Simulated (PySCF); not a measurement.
# Reading the logs of faulty runs: CGeH6NO

All numbers below are calculated, not measured. They come from PySCF 2.14.0, an open-source quantum chemistry program, on an isolated molecule that a program drew, which may never have been made. The molecule is CGeH6NO (charge 0, doublet), drawn as the SMILES string `[NH2][GeH2][CH]O`.

Each row is a Hartree-Fock (HF) and frozen-core CCSD(T) single point in the cc-pVDZ basis, meant for a local HF minimum. Run 1 is clean. Each other run has one planted mistake out of seven kinds, and not every kind appears here: one electron removed, one electron added, multiplicity raised by two, geometry at a saddle point, minimal basis STO-3G, one bond length entered in bohr, all coordinates scaled. The reference is restricted for singlets and unrestricted otherwise, and also for a bond in bohr. Adding or removing an electron swaps singlet and doublet. Electrons count all cores. HOMO and LUMO are orbital energies over both spins, the gradient is its largest component, and the lowest frequency (negative if imaginary) is given only where the gradient is small. Bond lengths are over the 9 bonds as drawn. T1 is the CCSD diagnostic: over 0.02 (restricted) or 0.045 (unrestricted) a single reference is doubtful. Germanium has the cc-pVDZ-PP basis, with a core potential (ECP10MDF) in place of its 10 inner electrons, and its 3s, 3p and 3d shells are frozen in CCSD(T).

Geometry of the clean run:
```xyz
10
CGeH6NO, angstrom
N    -0.4205    0.5607    1.1322
Ge   -0.8581    0.1765   -0.6178
C     0.5281    0.5542   -1.9208
O     0.8941    1.8587   -2.0780
H    -0.3176    1.5470    1.3046
H     0.4230    0.1118    1.4484
H    -1.1535   -1.3233   -0.7024
H    -2.0989    1.0142   -0.9320
H     1.1107   -0.1868   -2.4619
H     1.5632    1.9401   -2.7408
```

| run | electrons | basis functions | <S^2> | HOMO (eV) | LUMO (eV) | gradient (hartree/bohr) | lowest frequency (cm^-1) | mean bond (Å) | longest bond (Å) | T1 | HF (hartree) | CCSD(T) (hartree) | mistake |
|---|---|---|---|---|---|---|---|---|---|---|---|---|---|
| 1 | 59 | 95 | 0.764 | -8.71 | 3.25 | 1.3e-05 | 57 | 1.3615 | 1.940 | 0.0157 | -464.00827 | -464.64312 | no fault |
| 2 | 60 | 95 | 0.000 | 0.63 | 9.45 | 7.5e-02 | - | 1.3615 | 1.940 | 0.0185 | -463.92251 | -464.59503 | one electron added |
| 3 | 59 | 95 | 3.776 | -2.49 | 0.38 | 6.7e-02 | - | 1.3615 | 1.940 | 0.0231 | -463.78654 | -464.40435 | multiplicity raised by two |
| 4 | 59 | 95 | 1.575 | -8.80 | 2.65 | 1.9e-02 | - | 1.4610 | 1.940 | 0.0565 | -463.87874 | -464.50356 | one bond length entered in bohr |
| 5 | 59 | 95 | 0.767 | -9.01 | 3.05 | 3.6e-02 | - | 1.4214 | 2.025 | 0.0173 | -463.99096 | -464.63620 | ? |
| 6 | 58 | 95 | 0.000 | -15.81 | -5.42 | 1.2e-01 | - | 1.3615 | 1.940 | 0.0241 | -463.75007 | -464.38970 | ? |

**Which mistake was planted in run 5, and what did it cost?**

The mean and the longest bond both change by the same factor, 1.044, and the gradient is no longer small. So the mistake is: all coordinates scaled. Subtracting run 1 and multiplying by 627.51 kcal/mol a hartree, the energy moved by 10.9 kcal/mol in HF and 4.3 kcal/mol in CCSD(T).

**Which mistake was planted in run 6, and what did it cost?**

It counts 58 electrons, one fewer than the clean run, at the same geometry and basis. So the mistake is: one electron removed. Subtracting run 1 and multiplying by 627.51 kcal/mol a hartree, the energy moved by 162.0 kcal/mol in HF and 159.0 kcal/mol in CCSD(T).

Cautions from the logs. Run 2: the HOMO is above zero, so the electron isn't bound and the energy depends on the basis; run 4: T1 is over the limit, so its CCSD(T) energy is less reliable; run 6: T1 is over the limit, so its CCSD(T) energy is less reliable.
